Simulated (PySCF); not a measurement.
Radial density of Tl²⁺ (thallium, charge +2)

UHF, [Xe] 4f14 5d10 6s1, 2S determinant. Calculation: PySCF 2.14, in def2-TZVPPD with the def2 core potential (60 electrons) (7s5p4d2f, 56 functions); a scalar-relativistic core potential. This is the valence pseudo-density: the core potential removes the inner electrons and smooths the orbitals near the nucleus.

```csv
r (bohr),4πr²ρ (e/bohr),4πr²(ρα − ρβ)
0.0282,1.331e-05,0.0000
0.0474,2.175e-05,0.0000
0.0798,5.965e-05,0.0000
0.134,0.0004867,0.0000
0.226,0.009022,0.0001
0.380,0.3824,0.0087
0.639,9.276,0.1135
1.07,18.40,-0.0821
1.81,5.035,0.5595
3.04,0.4994,0.2898
5.11,0.008991,0.0083
```

Energies and moments cover only the electrons outside the core potential. Spin-orbit coupling, which splits the p, d and f shells strongly at this Z, is absent.

**Question.** Where is the radial spin density 4πr²(ρα − ρβ) most negative, and why is it negative at all?

**Answer.** Around r = 1.07 bohr, down to -0.0821 e/bohr: exchange with the open shell polarises the paired shells in an unrestricted calculation.
